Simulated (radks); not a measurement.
Effect of the nuclear size on the phosphorus ion P+, [Ne] 3s2 3p2. Method: Dirac Kohn-Sham, BLYP, spin-unpolarised, spherical densities, finite nucleus; open shells fill j = l - 1/2 first; Fermi nuclear charge, rms radius 3.1889 fm; computed with a radial shooting solver on a logarithmic mesh with Libxc functionals. The rms radius is varied about that value; shifts are against it.

| rms radius (fm) | total energy shift (eV) | density at nucleus (e/bohr^3) | 1s1/2 shift (meV) | 2s1/2 shift (meV) |
|---|---|---|---|---|
| 2.6468 | -0.00231 | 2398 | -0.963 | -0.065 |
| 2.8796 | -0.00137 | 2395 | -0.571 | -0.038 |
| 3.1889 | 0 | 2391 | 0.000 | 0.000 |
| 3.342 | 0.000727 | 2389 | 0.304 | 0.020 |
| 3.5269 | 0.00165 | 2387 | 0.689 | 0.046 |

Slopes of the eigenvalues against <r^2> in GHz/fm^2, as finite differences over the two radii next to the reference (eigenvalue slopes, not the field-shift constants of lines): 1s1/2 73.5, 2s1/2 4.93.
